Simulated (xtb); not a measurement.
F₂ (SMILES FF), singlet, at a GFN2-xTB geometry; GFN1-xTB in xtb 6.7.1.

Here is a job for xtb.
```
$ xtb mol.xyz --gfn 1 --acc 0.1 --json

# file mol.xyz
2

F     -0.00000000    -0.00000000    -0.70158239
F      0.00000000     0.00000000     0.70158239
```

What the program printed (banner, timings and long lists left out):

```
   ID    Z sym.   atoms
    1    9 F      1, 2

           -------------------------------------------------
          |                Calculation Setup                |
           -------------------------------------------------

           -------------------------------------------------
          |                 G F N 1 - x T B                 |
           -------------------------------------------------

          ...................................................
          :                      SETUP                      :
          :.................................................:
          :  # basis functions                   8          :
          :  # atomic orbitals                   8          :
          :  # shells                            4          :
          :  # electrons                        14          :
          :  # halogen bonds                     0          :
          :  max. iterations                   250          :
          :  Hamiltonian                  GFN1-xTB          :
          :  restarted?                      false          :
          :  GBSA solvation                  false          :
          :  PC potential                    false          :
          :  electronic temp.          300.0000000     K    :
          :  accuracy                    0.1000000          :
          :  -> integral cutoff          0.3500000E+02      :
          :  -> integral neglect         0.1000000E-08      :
          :  -> SCF convergence          0.1000000E-06 Eh   :
          :  -> wf. convergence          0.2000000E-05 e    :
          :  Broyden damping             0.4000000          :
          :  net charge                          0          :
          :  unpaired electrons                  0          :
          ...................................................

 iter      E             dE          RMSdq      gap      omega  full diag
   1    -10.1342457 -0.101342E+02  0.121E+00    5.16       0.0  T
   2    -10.1342457 -0.128884E-07  0.725E-01    5.16       1.0  T
   3    -10.1342457 -0.723110E-08  0.439E-05    5.16    1611.0  T
   4    -10.1342457 -0.710543E-14  0.156E-11    5.16  100000.0  T
   5    -10.1342457  0.355271E-14  0.188E-14    5.16  100000.0  T

   *** convergence criteria satisfied after 5 iterations ***

         :::::::::::::::::::::::::::::::::::::::::::::::::::::
         ::                     SUMMARY                     ::
[...]
         :: total energy             -10.133948609569 Eh    ::
[...]
         :: add. restraining           0.000000000000 Eh    ::
         :: total charge              -0.000000000000 e     ::
         :::::::::::::::::::::::::::::::::::::::::::::::::::::

           -------------------------------------------------
          |                Property Printout                |
           -------------------------------------------------

    * Orbital Energies and Occupations

         #    Occupation            Energy/Eh            Energy/eV
      -------------------------------------------------------------
         1        2.0000           -0.9721408             -26.4533
         2        2.0000           -0.8943230             -24.3358
         3        2.0000           -0.6928934             -18.8546
         4        2.0000           -0.6738170             -18.3355
         5        2.0000           -0.6738170             -18.3355
         6        2.0000           -0.5905004             -16.0683
         7        2.0000           -0.5905004             -16.0683 (HOMO)
         8                         -0.4008853             -10.9086 (LUMO)
      -------------------------------------------------------------
                  HL-Gap            0.1896151 Eh            5.1597 eV
             Fermi-level           -0.4956928 Eh          -13.4885 eV

  Mulliken/CM5 charges         n(s)   n(p)   n(d)
     1F     0.00000  0.00000   1.915  5.085  0.000
     2F     0.00000  0.00000   1.915  5.085  0.000

Wiberg/Mayer (AO) data.
largest (>0.10) Wiberg bond orders for each atom

 ---------------------------------------------------------------------------
     #   Z sym  total        # sym  WBO       # sym  WBO       # sym  WBO
 ---------------------------------------------------------------------------
     1   9 F    1.000 --     2 F    1.000
     2   9 F    1.000 --     1 F    1.000
 ---------------------------------------------------------------------------

Topologies differ in total number of bonds
Writing topology from bond orders to xtbtopo.mol

 dipole moment from electron density (au)
     X       Y       Z
   0.0000  -0.0000  -0.0000  total (Debye):    0.000

           -------------------------------------------------
          | TOTAL ENERGY              -10.133948609569 Eh   |
          | GRADIENT NORM               0.021445562376 Eh/α |
          | HOMO-LUMO GAP               5.159688244102 eV   |
           -------------------------------------------------

normal termination of xtb
```
